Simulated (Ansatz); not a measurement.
`[OH][GaH2]` and `[OH][GaH][GeH3]` differ in one atom or group.

Ansatz, PBE0-D4/def2-TZVP geometries, multiplicity 1. Each molecule was computed in one conformer, which needn't be the lowest.

Scalar relativity is left out up to krypton.

| property | `[OH][GaH2]` |
| --- | --- |
| zero-point energy (PBE0-D4/def2-TZVP) / kJ/mol | 70.4 |
| size of the dipole moment (B3LYP/def2-TZVPP) / D | 1.44 |
| HOMO energy (B3LYP/def2-TZVPP) / eV | -8.35 |
| HOMO–LUMO gap (ωB97M-V/def2-TZVPP) / eV | 11.31 |
| LUMO energy (ωB97M-V/def2-TZVPP) / eV | 0.51 |
| ideal-gas entropy at 298 K and 1 bar (rigid rotor, harmonic PBE0-D4/def2-TZVP) / J/(mol·K) | 263 |

Task: What does the change do to each property? (An estimate is asked.)

Result: The calculation gave: 
```tsv
property	`[OH][GaH][GeH3]`	shift
zero-point energy (PBE0-D4/def2-TZVP) / kJ/mol	114.2	43.8
size of the dipole moment (B3LYP/def2-TZVPP) / D	1.27	-0.17
HOMO energy (B3LYP/def2-TZVPP) / eV	-7.47	0.88
HOMO–LUMO gap (ωB97M-V/def2-TZVPP) / eV	9.92	-1.39
LUMO energy (ωB97M-V/def2-TZVPP) / eV	0.21	-0.30
ideal-gas entropy at 298 K and 1 bar (rigid rotor, harmonic PBE0-D4/def2-TZVP) / J/(mol·K)	348	85
```

With PBE0 the HOMO rises by 0.87 eV and the LUMO falls by 0.33 eV, so the gap narrows by about 1.20 eV. PBE moves the HOMO by 0.63 eV and ωB97M-V by 1.09 eV. The zero-point energy changes by 43.8 kJ/mol with +9 modes. Dipoles are sizes alone; their direction can turn. Modes under 60 cm⁻¹, often nearly free rotors, make the harmonic entropy too high.

B3LYP here is the variant with VWN-RPA as its local correlation; programs differ in this.
